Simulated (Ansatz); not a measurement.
Calculated with Ansatz (gas phase, PBE0-D4/def2-TZVP geometries, no zero-point term in ΔE). CBS: MP2 limit from def2 TZ/QZ plus the TZ coupled-cluster correction, frozen cores. This one scheme is used for every species. DFT in def2-TZVPP. B3LYP here is the variant with VWN-RPA as its local correlation; programs differ in this. HSE06 is defined as in plane-wave codes. Each species was taken in one conformer, which may not be the lowest.

Reaction (ligand exchange at a B–S bond): `CSBS` + HCl → `CSBCl` + H₂S

`CSBS`:

Cartesian coordinates in Å:
```
C -1.239 0.693 -0.848
S 0.218 -0.383 -0.833
B 0.746 -0.324 0.860
S 2.171 -1.222 1.458
H -1.615 0.708 -1.870
H -0.969 1.705 -0.550
H -2.010 0.301 -0.188
H 0.156 0.328 1.666
H 2.542 -1.806 0.304
```

HCl:

Z-matrix (Å, degrees):
```
Cl
H 1 1.279
```

`CSBCl`:

```xyz
8

C     0.609    1.073    0.423
S     0.258   -0.640    0.888
B    -0.694   -1.240   -0.472
Cl   -1.263   -2.894   -0.444
H     0.163    1.299   -0.543
H     0.198    1.738    1.182
H     1.688    1.211    0.371
H    -0.958   -0.548   -1.406
```

H₂S:

```xyz
3

S     0.567    0.173    0.180
H    -0.319    0.664   -0.699
H    -0.248   -0.837    0.519
```

Problem. Is it downhill or uphill in electronic energy at CCSD(T)/CBS, and by how much? (Best estimate.)

Solution. Computed: Downhill: ΔE = -8.3 kJ/mol.

Problem. What do these levels give: r2SCAN-D4, B97M-V, B3LYP-D4, r2SCANh-D4, BHLYP-D4, BLYP, r2SCAN, HSE06, MP2/def2-SVP, CCSD/def2-SVP, MP2/def2-QZVPP, CCSD/CBS(def2)? (Estimate.)

Solution. Computed: r2SCAN-D4 -6.8, B97M-V -8.3, B3LYP-D4 -8.6, r2SCANh-D4 -7.0, BHLYP-D4 -10.0, BLYP -11.1, r2SCAN -7.2, HSE06 -7.4, MP2/def2-SVP -11.2, CCSD/def2-SVP -12.8, MP2/def2-QZVPP -8.0, CCSD/CBS(def2) -9.3 kJ/mol.

Problem. What do rigid-rotor, harmonic-oscillator terms from PBE0-D4/def2-TZVP frequencies (298.15 K, 1 bar) make of the CCSD(T)/CBS value? (Estimate.)

Solution. Computed: ΔZPE = -0.9 kJ/mol, ΔH = -9.2 kJ/mol, ΔS = 9 J/(mol·K), ΔG = -12.0 kJ/mol.

Largest T1 diagnostic among the species: 0.013.

At CCSD(T), def2-SVP lies −3.7 kJ/mol from the extrapolated value and def2-TZVPP −0.2 kJ/mol. Leaving LDA and LC-ωPBE aside and taking each functional with its dispersion term where it has one, the values, not all of them listed here, spread over 6.5 kJ/mol, from ωB97M-V to revPBE-D4. In def2-TZVPP, CCSD(T) changes the Hartree–Fock value by +7.0 kJ/mol (the triples alone add +1.1 kJ/mol) and MP2 by +7.5 kJ/mol.
